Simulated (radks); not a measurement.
Rh V, 41 electrons, occupied as [Kr] 4d5.

All-electron calculation, Dirac Kohn-Sham, BLYP, spin-unpolarised, spherical densities, point nucleus; open shells fill j = l - 1/2 first. Program: a radial shooting solver on a logarithmic mesh with Libxc functionals.

Energy parts (hartree):
part                        energy
total                  -4781.72820
kinetic                 4985.83898
electron-nucleus      -11495.69662
Hartree                 1865.78160
exchange-correlation    -137.65215

Orbitals (lengths in bohr, moments of r in powers of bohr):
orbital	occ.	eigenvalue (hartree)	<r>	small-component weight
1s1/2	2	-848.3445	0.03262	2.71e-02
2s1/2	2	-124.6775	0.1416	5.62e-03
2p1/2	2	-115.5944	0.1203	5.64e-03
2p3/2	4	-110.2771	0.1252	5.43e-03
3s1/2	2	-23.90021	0.3905	1.55e-03
3p1/2	2	-20.34671	0.3830	1.50e-03
3p3/2	4	-19.43140	0.3938	1.44e-03
3d3/2	4	-13.13882	0.3682	1.33e-03
3d5/2	6	-12.95817	0.3716	1.31e-03
4s1/2	2	-4.94953	0.9659	3.90e-04
4p1/2	2	-3.84962	1.033	3.41e-04
4p3/2	4	-3.69759	1.061	3.27e-04
4d3/2	4	-2.00872	1.306	2.18e-04
4d5/2	1	-1.98898	1.317	2.15e-04

The highest occupied level is 4d5/2 at -54.123 eV. Summed over all electrons, <r^2> = 22.90 bohr^2, which gives a Langevin (diamagnetic) susceptibility term of -18.1 x 10^-6 cm^3/mol.
